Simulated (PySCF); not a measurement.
C3H, SMILES [CH+][C][C] (connectivity only; charge and spin as stated), charge +1, multiplicity 1. Coordinates come from a PBE0-D3(BJ)/def2-TZVP optimisation.

TDDFT-PBE/def2-TZVPD in PySCF puts the lowest singlet excitations at 2.86, 2.86, 4.10, 4.29, 4.29, 8.11 eV.

Problem. What are the lowest excitation roots from ADC(2)/aug-cc-pVDZ in PySCF 2.14.0? (The exact figures need the calculation; the answer reports its results.)

Solution. 3.73, 3.73, 4.26, 4.42, 4.42, 7.03 eV. S1 differs by 0.88 eV (second minus first; roots are paired by order, and the bases may differ).
